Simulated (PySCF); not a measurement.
**Optical rotation: SMILES C1C/C=C(/Cl)CC/C=C\1, C$_{8}$H$_{11}$Cl**

Geometry (Å), atoms numbered from 1 in this order:
```xyz
20

Cl    1.4662    4.2244   -1.4652
C     0.5831    3.0282   -0.5335
C    -0.7455    2.9761   -0.6753
C    -1.7185    2.0057   -0.0742
C    -1.1868    0.6705    0.4609
C    -0.4383   -0.1495   -0.5566
C     0.8401   -0.0509   -0.9445
C     1.9195    0.8899   -0.4983
C     1.4832    2.1371    0.2718
H    -1.1906    3.7291   -1.3330
H    -2.4708    1.7910   -0.8531
H    -2.2837    2.5143    0.7295
H    -0.5837    0.8323    1.3646
H    -2.0577    0.0889    0.8012
H    -1.0340   -0.9198   -1.0601
H     1.1680   -0.7651   -1.7093
H     2.4781    1.2164   -1.3929
H     2.6551    0.3298    0.1086
H     2.3771    2.7133    0.5505
H     0.9927    1.8641    1.2135
```

Level of theory: TDDFT CAM-B3LYP/aug-cc-pVDZ circular dichroism and optical rotation, one conformer, gas phase (PySCF 2.14.0). Geometry: PBE0-D3(BJ)/def2-SVP.

No stereocentre is labelled: unless the shape is locked (an allene, a helicene, a hindered biaryl), the mirror image is equally populated and a measured rotation or CD is zero.

Q: What is the specific rotation at 633, 589.3, 546, 436, 405, 365, 355 nm?

A: [α] in deg dm⁻¹ (g/mL)⁻¹:
```csv
λ (nm),origin-invariant length gauge,modified velocity gauge,length gauge (centre of mass),isotropic polarisability (au)
633,+13.8,+18.7,+14.9,109.5
589.3,+17.4,+23.1,+18.6,109.9
546,+22.3,+29.2,+23.8,110.5
436,+49.4,+62.0,+52.0,112.9
405,+65.6,+81.2,+68.7,114.1
365,+99.9,+121.7,+104.0,116.1
355,+112.3,+136.3,+116.7,116.7
```

Q: And for the mirror image at 589.3 nm?

A: -17.4 deg dm⁻¹ (g/mL)⁻¹ (origin-invariant length gauge): the same size and the opposite sign.

Q: What is the molar rotation [Φ] = [α]·M/100 of the geometry above at 589.3 nm?

A: With M = 142.63 g/mol, +24.7 deg cm² dmol⁻¹ (origin-invariant length gauge).

The first excitation lies at 5.91 eV (210 nm) with R = -6.7 × 10⁻⁴⁰ esu² cm² (velocity form).
